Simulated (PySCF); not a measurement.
CH₃F₂GaS (SMILES C[S][Ga]([F])[F]), singlet, at a GFN2-xTB geometry (such geometries of metal compounds can be far from the true shape).

PySCF was given this input:
```python
from pyscf import gto, scf

mol = gto.Mole()
mol.atom = '''
    Ga    0.19236132    0.46273174    0.35389722
    F     1.22397898    1.82278489    0.77603766
    F    -1.06779064    0.12590925    1.55478118
    S     0.25024864   -0.86503914   -1.44150419
    C    -1.17451658   -1.93283800   -1.00793122
    H    -0.99297370   -2.44554312   -0.06660570
    H    -1.24554096   -2.65495551   -1.81546780
    H    -2.08725973   -1.34477798   -0.95445576
'''
mol.basis = 'cc-pvdz'
mol.verbose = 4
mol.max_memory = 1800
mol.build()

mf = scf.RHF(mol)
mf = mf.density_fit(auxbasis='def2-universal-jkfit')
mf.kernel()
```

Question: What does this run give for the number of basis functions, HOMO-LUMO gap, nuclear repulsion energy, total energy, dipole moment, HOMO energy?

Answer: 
The number of basis functions is 102 and the HOMO-LUMO gap comes out as 12.35 eV. The nuclear repulsion energy is 458.4679 Eh, the total energy is -2559.3693 Eh and the dipole moment is 2.98 D. The HOMO energy is -10.57 eV.
